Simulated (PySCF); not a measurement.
Does the answer move with the share of exact exchange?

Compound: C₂HBCl₂.
SMILES: `C#CB(Cl)Cl`

PySCF, def2-SVPD basis, density fitting, gas phase, PBE0-D3(BJ)/def2-SVP geometry; singlet excitations by full TDDFT with frozen cores, triplets by Tamm–Dancoff TDDFT and ionisation energies by ΔSCF, from the lowest of the holes tried. One functional is left out:

```json
{"functional": "LDA", "exact exchange (%)": "0", "HOMO energy (eV)": "-7.52", "LUMO energy (eV)": "-3.54", "lowest singlet excitation (eV)": "4.06", "lowest triplet excitation (eV)": "3.87", "dipole moment (D)": "1.662", "mean polarisability (au)": "68.0", "vertical ionisation energy (eV)": "10.52"}
{"functional": "PBE", "exact exchange (%)": "0", "HOMO energy (eV)": "-7.36", "LUMO energy (eV)": "-3.31", "lowest singlet excitation (eV)": "4.11", "lowest triplet excitation (eV)": "3.86", "dipole moment (D)": "1.669", "mean polarisability (au)": "67.6", "vertical ionisation energy (eV)": "10.33"}
{"functional": "PBE0", "exact exchange (%)": "25", "HOMO energy (eV)": "-8.65", "LUMO energy (eV)": "-2.46", "lowest singlet excitation (eV)": "4.45", "lowest triplet excitation (eV)": "4.02", "dipole moment (D)": "1.774", "mean polarisability (au)": "64.7", "vertical ionisation energy (eV)": "10.76"}
{"functional": "BHandHLYP", "exact exchange (%)": "50", "HOMO energy (eV)": "-9.76", "LUMO energy (eV)": "-1.41", "lowest singlet excitation (eV)": "4.60", "lowest triplet excitation (eV)": "4.13", "dipole moment (D)": "1.846", "mean polarisability (au)": "62.8", "vertical ionisation energy (eV)": "10.86"}
```

Predict the row of B3LYP (20 % exact exchange) by straight lines through the other rows, and check it.

```
                       property   line  computed  computed − line  PBE0 (25 %), for comparison
               HOMO energy (eV)  -8.38     -8.37            +0.01                        -8.65
               LUMO energy (eV)  -2.63     -2.61            +0.02                        -2.46
 lowest singlet excitation (eV)   4.32      4.37            +0.05                         4.45
 lowest triplet excitation (eV)   3.98      4.07            +0.09                         4.02
              dipole moment (D)  1.742     1.739           -0.003                        1.774
       mean polarisability (au)   65.6      65.6              0.0                         64.7
vertical ionisation energy (eV)  10.63     10.66            +0.03                        10.76
```

Which of these properties follows the share of exact exchange most closely, and which least?

Most closely the HOMO energy, least the vertical ionisation energy; the correlations over the tabulated rows are HOMO energy -0.998, lowest triplet excitation 0.996, LUMO energy 0.995, dipole moment 0.994, mean polarisability -0.991, lowest singlet excitation 0.976, vertical ionisation energy 0.914. The HOMO energy moves by -0.466 eV for every 10 %. Functionals with the same share still differ in their other parts: at 0 % LDA and PBE differ by 0.16 eV in it.
